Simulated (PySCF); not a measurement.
Sulfur: a sound run and one with changed settings

Sound run: S²⁺ [Ne] 3s2 3p2, S³⁺ [Ne] 3s2 3p1. Computed with PySCF 2.14 in cc-pV(D+d)Z (4s3p2d, 23 functions), with no relativity, point nucleus. In the sound run the correlated levels freeze [Ne]. The sound run starts from symmetry-adapted Hartree-Fock orbitals and uses a fine grid where one is needed.

Changed run: scalar relativity by spin-free X2C-1e. This setting is unsound on purpose.

```tsv
species	method	sound run (hartree)	changed run (hartree)	converged
S²⁺	UHF	-396.32304	-397.28436	yes
S²⁺	PBE	-396.69212	-397.65272	yes
S²⁺	TPSS	-396.88645	-397.84720	yes
S²⁺	MP2	-396.37712	-397.33841	yes
S²⁺	CCSD(T)	-396.40124	-397.36241	yes
S³⁺	UHF	-395.06882	-396.02974	yes
S³⁺	PBE	-395.41173	-396.37200	yes
S³⁺	TPSS	-395.60466	-396.56506	yes
S³⁺	MP2	-395.11098	-396.07186	yes
S³⁺	CCSD(T)	-395.13346	-396.09418	yes
```

Ionisation energy of S²⁺:

```json
{"method": "UHF", "sound run (eV)": "34.129", "changed run (eV)": "34.140"}
{"method": "PBE", "sound run (eV)": "34.841", "changed run (eV)": "34.850"}
{"method": "TPSS", "sound run (eV)": "34.879", "changed run (eV)": "34.889"}
{"method": "MP2", "sound run (eV)": "34.454", "changed run (eV)": "34.465"}
{"method": "SCS-MP2", "sound run (eV)": "34.373", "changed run (eV)": "34.384"}
{"method": "CCSD", "sound run (eV)": "34.489", "changed run (eV)": "34.501"}
{"method": "CCSD(T)", "sound run (eV)": "34.498", "changed run (eV)": "34.510"}
```

Most of the change in total energy is the relativistic energy itself. On top of that the contraction fixes the core shape for the Hamiltonian it was made with, so the changed run is not a good calculation with the other Hamiltonian either.

For comparison, NIST gives 34.86 ± 0.04 eV between the lowest levels.
